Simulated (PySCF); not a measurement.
Two species compared at the same levels of theory.

First species: C6H13O2P.
SMILES: `CCP1(=O)CCOCC1`

Second species: C₆H₉N₃O.
SMILES: `CC(C)n1nncc1C=O`

Levels: PBE0/pcSseg-1 for HOMO energy, LUMO energy and HOMO–LUMO gap. Geometries: GFN2-xTB. Each structure is a single optimised conformer of the isolated species, non-relativistic unless stated; the electronic structure was computed with PySCF and density fitting.

Dipoles, sizes and rotational constants follow the conformer. The torsions of the flexible species, by atom-mapped SMILES:
- `[CH3:1][CH:2]([CH3:3])[n:4]1[n:5][n:6][cH:7][c:8]1[CH:9]=[O:10]`: C1–C2–N4–N5 35°, C7–C8–C9–O10 177°

The conformers of `CCP1(=O)CCOCC1` aren't listed.

Values for the first species:

| Quantity | Value |
| --- | --- |
| HOMO energy | -7.40 eV |
| LUMO energy | 1.03 eV |
| HOMO–LUMO gap | 8.43 eV |

(1) Estimate the same properties for the second species, and the change in each.

## Answers

(1) 
| property | first | second | second less first |
| --- | --- | --- | --- |
| HOMO energy | -7.40 eV | -8.01 eV | -0.61 eV |
| LUMO energy | 1.03 eV | -2.15 eV | -3.18 eV |
| HOMO–LUMO gap | 8.43 eV | 5.86 eV | -2.57 eV |

